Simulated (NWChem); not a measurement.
A series in which one site is exchanged, each optimised at PBE0/def2-SVP with NWChem, gas phase unless a solvent is named. All stand in one matching conformer (torsions within 35°), which need not be the lowest. Pople sets run with spherical d functions. This build's default masses of Se (78.918 u) and Br (79.917 u) are each other's, which moves their modes by up to 0.6 %. Shieldings are non-relativistic GIAO values without spin-orbit effects.

A: C[O][GeH2][F] (CH5FGeO; site = F)
B: C[O][GeH2][Cl] (CH$_{5}$ClGeO; site = Cl)
C: C[O][GeH2][Br] (CH5BrGeO; site = Br)
D: C[O][GeH3] (CH$_{6}$GeO; site = H)

| quantity | A | B | C | D |
|---|---|---|---|---|
| dipole (D), PBE0/def2-SVP | 1.83 | ___ | 1.56 | 1.20 |
| vertical ionisation energy, ΔSCF, PBE/def2-SVP (eV) | 10.24 | ___ | 9.65 | 9.63 |
| lowest singlet excitation, PBE0/def2-SVPD, TDA (eV) | 7.27 | ___ | 6.32 | 6.40 |
| 13C shift against tetramethylsilane, B3LYP/6-31G* (ppm) | 52.7 | 51.5 | 51.5 | 54.0 |

Problem. Fill in the missing entries.

Solution. 
- dipole (D), PBE0/def2-SVP, B: 1.58
- vertical ionisation energy, ΔSCF, PBE/def2-SVP (eV), B: 9.87
- lowest singlet excitation, PBE0/def2-SVPD, TDA (eV), B: 6.79
